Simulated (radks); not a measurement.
Correlation energies from several functionals, in hartree. Species: O4+ [He] 2s2; As [Ar] 3d10 4s2 4p3; As31+ [He]; Rh4+ [Kr] 4d5; Te4+ [Kr] 4d10 5s2. All-electron calculation, non-relativistic Kohn-Sham, exchange-only B88, spin-polarised, spherical densities, point nucleus. Program: a radial shooting solver on a logarithmic mesh with Libxc functionals. Every spin shell is full or empty, so the densities are truly spherical. Functionals are evaluated on that one density, not self-consistently.

functional       O4+       As      As31+     Rh4+     Te4+
PW92        -0.30769  -2.9252   -0.27208  -3.9646  -4.7778
VWN5        -0.30911  -2.9393   -0.27285  -3.9829  -4.7986
PZ          -0.30713  -2.9197   -0.27329  -3.9559  -4.7769
Wigner      -0.20649  -1.6697   -0.11176  -2.1118  -2.5931
Chachiyo    -0.30176  -2.8803   -0.27084  -3.9071  -4.7180
PBEsol      -0.12474  -1.7827  -0.063021  -2.4497  -2.9916
LYP         -0.12389  -1.5557  -0.049941  -2.0680  -2.5129
P86         -0.12115  -1.7706   -0.19928  -2.4445  -2.9994
PW91        -0.11685  -1.6896  -0.072128  -2.3418  -2.8636
AM05        -0.26997  -2.7002   -0.23705  -3.6880  -4.4551
OP (B88)    -0.13397  -1.4950  -0.082435  -2.0060  -2.4455
revTPSS     -0.10725  -1.5836  -0.051028  -2.1838  -2.6756
r2SCAN      -0.10313  -1.5793  -0.045484  -2.1568  -2.6547
